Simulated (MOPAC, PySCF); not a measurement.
C8H13BO, SMILES `O=C[C@@H]1[C@H]2CC[C@@H]1C[C@H]2B`, neutral singlet in the gas phase. 

Z-matrix (Å, degrees):
```
C
H 1 1.0994
C 1 1.5350 2 114.01
H 3 1.1007 1 111.00 2 38.73
H 3 1.1008 4 107.00 1 121.33
C 1 1.5409 2 115.56 3 117.30
H 6 1.1007 1 114.40 2 -63.69
C 6 1.4923 7 107.72 1 -127.85
O 8 1.1948 6 127.22 7 -16.31
H 8 1.1537 9 118.00 6 179.72
C 1 1.5454 2 113.49 3 -127.80
H 11 1.1080 1 110.00 2 74.43
C 3 1.5490 4 111.40 5 124.02
H 13 1.1005 3 113.24 4 -116.61
H 13 1.1008 14 107.22 3 -123.12
C 13 1.5331 14 111.33 15 -121.24
H 16 1.0993 13 114.18 14 75.70
C 16 1.5373 17 114.46 13 125.54
H 18 1.1007 16 110.66 17 -83.57
H 18 1.1015 19 106.61 16 -121.94
B 11 1.5715 12 105.76 1 121.21
H 21 1.2132 11 120.84 12 93.16
H 21 1.2133 22 118.48 10 -96.79
```
Charge 0, spin multiplicity 1.

All levels are single points at this geometry (PBE0-D4/def2-SVP); Pople sets use spherical d functions. Orbital energies aren't observables, and empty levels follow the basis.

BP86/6-31G* in PySCF gives dipole (D) = 3.02.

Estimate the dipole (D) from each of these levels: B3LYP-D3(BJ)/def2-TZVP in PySCF; PBE0-D4/def2-TZVP in PySCF; B3LYP/3-21G in PySCF; B3LYP/6-311+G** in PySCF; B3LYP/6-31G* in PySCF; M06-2X/6-31G* in PySCF; SVWN5/6-31G* in PySCF; HF/3-21G in PySCF; HF/6-31G* in PySCF; HF/STO-3G in PySCF; PM6 in MOPAC; PM7 in MOPAC.


```json
[
 {"level": "B3LYP-D3(BJ)/def2-TZVP in PySCF", "dipole (D)": "3.21"},
 {"level": "PBE0-D4/def2-TZVP in PySCF", "dipole (D)": "3.22"},
 {"level": "B3LYP/3-21G in PySCF", "dipole (D)": "2.89"},
 {"level": "B3LYP/6-311+G** in PySCF", "dipole (D)": "3.28"},
 {"level": "B3LYP/6-31G* in PySCF", "dipole (D)": "3.05"},
 {"level": "M06-2X/6-31G* in PySCF", "dipole (D)": "3.05"},
 {"level": "SVWN5/6-31G* in PySCF", "dipole (D)": "3.08"},
 {"level": "HF/3-21G in PySCF", "dipole (D)": "3.37"},
 {"level": "HF/6-31G* in PySCF", "dipole (D)": "3.44"},
 {"level": "HF/STO-3G in PySCF", "dipole (D)": "1.88"},
 {"level": "PM6 in MOPAC", "dipole (D)": "3.40"},
 {"level": "PM7 in MOPAC", "dipole (D)": "3.04"}
]
```
